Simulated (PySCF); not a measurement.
**Spinor energies of Hf³⁷⁺ (hafnium, charge +37)**

Start: [Ar] 3d10 4s2 4p5; 4p1/2 filled at m_j = +1/2; 4p3/2 filled at m_j = -3/2, -1/2, +1/2, +3/2. Calculated with PySCF 2.14 in an even-tempered Gaussian basis (17 s from 4.1 bohr⁻², ratio 2.8; 14 p from 5.4 bohr⁻², ratio 2.8; 8 d from 9.5 bohr⁻², ratio 2.8; 4 f from 26 bohr⁻², ratio 3): generalised Hartree-Fock with the X2C-1e Hamiltonian and a Gaussian nucleus; one run each with spin-orbit coupling (SO) screened by Boettger's factors, then bare. This is a chosen level, not necessarily the ground level.

```json
{"spinor shell": "1s1/2", "electrons": "2", "ε, screened SO (eV)": "-67299.1", "ε, bare SO (eV)": "-67298.0", "weight of nominal j (bare SO)": "1.000", "rms radius, bare SO (bohr)": "0.0215"}
{"spinor shell": "2s1/2", "electrons": "2", "ε, screened SO (eV)": "-12985.5", "ε, bare SO (eV)": "-12985.2", "weight of nominal j (bare SO)": "1.000", "rms radius, bare SO (bohr)": "0.0869"}
{"spinor shell": "2p1/2", "electrons": "2", "ε, screened SO (eV)": "-12456.5", "ε, bare SO (eV)": "-12485.2", "weight of nominal j (bare SO)": "1.000", "rms radius, bare SO (bohr)": "0.0738"}
{"spinor shell": "2p3/2", "electrons": "4", "ε, screened SO (eV)": "-11259.3", "ε, bare SO (eV)": "-11249.7", "weight of nominal j (bare SO)": "1.000", "rms radius, bare SO (bohr)": "0.0812"}
{"spinor shell": "3s1/2", "electrons": "2", "ε, screened SO (eV)": "-4209.3", "ε, bare SO (eV)": "-4209.3", "weight of nominal j (bare SO)": "1.000", "rms radius, bare SO (bohr)": "0.220"}
{"spinor shell": "3p1/2", "electrons": "2", "ε, screened SO (eV)": "-3976.1", "ε, bare SO (eV)": "-3982.5", "weight of nominal j (bare SO)": "1.000", "rms radius, bare SO (bohr)": "0.211"}
{"spinor shell": "3p3/2", "electrons": "4", "ε, screened SO (eV)": "-3708.2", "ε, bare SO (eV)": "-3706.1", "weight of nominal j (bare SO)": "1.000", "rms radius, bare SO (bohr)": "0.225"}
{"spinor shell": "3d3/2", "electrons": "4", "ε, screened SO (eV)": "-3326.6", "ε, bare SO (eV)": "-3332.4", "weight of nominal j (bare SO)": "1.000", "rms radius, bare SO (bohr)": "0.198"}
{"spinor shell": "3d5/2", "electrons": "6", "ε, screened SO (eV)": "-3268.7", "ε, bare SO (eV)": "-3265.0", "weight of nominal j (bare SO)": "1.000", "rms radius, bare SO (bohr)": "0.202"}
{"spinor shell": "4s1/2", "electrons": "2", "ε, screened SO (eV)": "-1898.7", "ε, bare SO (eV)": "-1898.6", "weight of nominal j (bare SO)": "1.000", "rms radius, bare SO (bohr)": "0.464"}
{"spinor shell": "4p1/2", "electrons": "1", "ε, screened SO (eV)": "-1803.5", "ε, bare SO (eV)": "-1805.5", "weight of nominal j (bare SO)": "1.000", "rms radius, bare SO (bohr)": "0.460"}
{"spinor shell": "4p3/2", "electrons": "4", "ε, screened SO (eV)": "-1716.9", "ε, bare SO (eV)": "-1716.3", "weight of nominal j (bare SO)": "1.000", "rms radius, bare SO (bohr)": "0.484"}
```

| quantity | screened SO | bare SO |
| --- | --- | --- |
| E (hartree) | -14265.42644 | -14266.41117 |
| M_J | 1/2 | 1/2 |
| ⟨J²⟩ | 0.751 | 0.751 |
| ⟨L²⟩ | 2.060 | 2.064 |
| ⟨S²⟩ | 0.807 | 0.812 |

Each row is a mean over spinors that exchange with the open shell spreads, by up to 6.518 eV (3p1/2).

Breit and QED terms are absent; they matter most for the inner s and p1/2 levels.

Densities and radii are taken from the X2C orbitals without a picture-change correction, which distorts them close to the nucleus.
